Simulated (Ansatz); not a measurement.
Harmonic vibrations of InF₃ by finite differences.

```yaml
crystal:
  periodic: [false, false, false]
  atoms:
    - {symbol: In, position_ang: [-0.000273, -0.000514, -0.000024]}
    - {symbol: F, position_ang: [1.917867, -0.026972, 0.012969]}
    - {symbol: F, position_ang: [-0.934105, 1.675105, -0.017432]}
    - {symbol: F, position_ang: [-0.983489, -1.647619, 0.004487]}
basis:
  gaussian: {orbitals: def2-TZVP}
hamiltonian: {xc: pbe0, dispersion: d4}
scf: {omitted_lower_state_checks: [starts]}
phonons: {temperatures: {t_min: 298.15, t_max: 900, t_step: 200}}
```

```sh
$ ansatz run in.yaml --threads 4 --pin off --events-out ev --progress --plain --max-ram 3916MiB
```

Output, abridged:

```
Functional definition: PBE0
mean field -13322.44033551 eV, -489.5906520555 hartree, gradient 2.6e-5 eV, S^2 0.000000; 0 other end points of the search recorded, 0 dependent functions left out
mean field -13322.44023698 eV, -489.5906484347 hartree, gradient 1.2e-6 eV, S^2 0.000000; 0 other end points of the search recorded, 0 dependent functions left out
mean field -13322.44022234 eV, -489.5906478967 hartree, gradient 1.2e-6 eV, S^2 0.000000; 0 other end points of the search recorded, 0 dependent functions left out
mean field -13322.44023521 eV, -489.5906483696 hartree, gradient 1.2e-6 eV, S^2 0.000000; 0 other end points of the search recorded, 0 dependent functions left out
mean field -13322.44022373 eV, -489.5906479478 hartree, gradient 1.2e-6 eV, S^2 0.000000; 0 other end points of the search recorded, 0 dependent functions left out
mean field -13322.44032673 eV, -489.5906517331 hartree, gradient 1.2e-6 eV, S^2 0.000000; 0 other end points of the search recorded, 0 dependent functions left out
mean field -13322.44032622 eV, -489.5906517140 hartree, gradient 1.2e-6 eV, S^2 0.000000; 0 other end points of the search recorded, 0 dependent functions left out
mean field -13322.44027899 eV, -489.5906499785 hartree, gradient 1.2e-6 eV, S^2 0.000000; 0 other end points of the search recorded, 0 dependent functions left out
mean field -13322.44024346 eV, -489.5906486729 hartree, gradient 1.2e-6 eV, S^2 0.000000; 0 other end points of the search recorded, 0 dependent functions left out
mean field -13322.44033059 eV, -489.5906518749 hartree, gradient 1.2e-6 eV, S^2 0.000000; 0 other end points of the search recorded, 0 dependent functions left out
mean field -13322.44033675 eV, -489.5906521013 hartree, gradient 1.2e-6 eV, S^2 0.000000; 0 other end points of the search recorded, 0 dependent functions left out
mean field -13322.44033456 eV, -489.5906520208 hartree, gradient 1.2e-6 eV, S^2 0.000000; 0 other end points of the search recorded, 0 dependent functions left out
mean field -13322.44033446 eV, -489.5906520168 hartree, gradient 1.2e-6 eV, S^2 0.000000; 0 other end points of the search recorded, 0 dependent functions left out
mean field -13322.44030345 eV, -489.5906508773 hartree, gradient 1.2e-6 eV, S^2 0.000000; 0 other end points of the search recorded, 0 dependent functions left out
mean field -13322.44032959 eV, -489.5906518380 hartree, gradient 1.2e-6 eV, S^2 0.000000; 0 other end points of the search recorded, 0 dependent functions left out
mean field -13322.44029267 eV, -489.5906504814 hartree, gradient 1.2e-6 eV, S^2 0.000000; 0 other end points of the search recorded, 0 dependent functions left out
mean field -13322.44026405 eV, -489.5906494295 hartree, gradient 1.2e-6 eV, S^2 0.000000; 0 other end points of the search recorded, 0 dependent functions left out
mean field -13322.44033425 eV, -489.5906520091 hartree, gradient 1.2e-6 eV, S^2 0.000000; 0 other end points of the search recorded, 0 dependent functions left out
mean field -13322.44033477 eV, -489.5906520284 hartree, gradient 1.2e-6 eV, S^2 0.000000; 0 other end points of the search recorded, 0 dependent functions left out
mean field -13322.44030264 eV, -489.5906508475 hartree, gradient 1.2e-6 eV, S^2 0.000000; 0 other end points of the search recorded, 0 dependent functions left out
mean field -13322.44032666 eV, -489.5906517303 hartree, gradient 1.2e-6 eV, S^2 0.000000; 0 other end points of the search recorded, 0 dependent functions left out
mean field -13322.44026323 eV, -489.5906493993 hartree, gradient 1.2e-6 eV, S^2 0.000000; 0 other end points of the search recorded, 0 dependent functions left out
mean field -13322.44029717 eV, -489.5906506466 hartree, gradient 1.2e-6 eV, S^2 0.000000; 0 other end points of the search recorded, 0 dependent functions left out
mean field -13322.44033446 eV, -489.5906520171 hartree, gradient 1.2e-6 eV, S^2 0.000000; 0 other end points of the search recorded, 0 dependent functions left out
mean field -13322.44033456 eV, -489.5906520208 hartree, gradient 1.2e-6 eV, S^2 0.000000; 0 other end points of the search recorded, 0 dependent functions left out
Total energy: -13322.48894967 eV, -489.5924385929 hartree
Atom 0 at    -0.000273    -0.000514    -0.000024 Å, force     0.003052     0.002302     0.000104 eV/Å
Atom 1 at     1.917867    -0.026972     0.012969 Å, force     0.001525    -0.001156    -0.000015 eV/Å
Atom 2 at    -0.934105     1.675105    -0.017432 Å, force    -0.002571     0.000884    -0.000056 eV/Å
Atom 3 at    -0.983489    -1.647619     0.004487 Å, force    -0.002005    -0.002030    -0.000033 eV/Å
Dipole moment:    -0.000639    -0.001183    -0.000046 e Å
Vibrations: 122.06 122.13 143.65 603.58 637.36 637.66 cm⁻¹, zero-point energy 0.140501 eV
Checks for a lower state left out: starts
```

Hardware: 4 threads of Arm Neoverse V2 on a shared host. Wall time 20 s.

In the def2 sets In takes a core potential; there is no spin–orbit coupling.
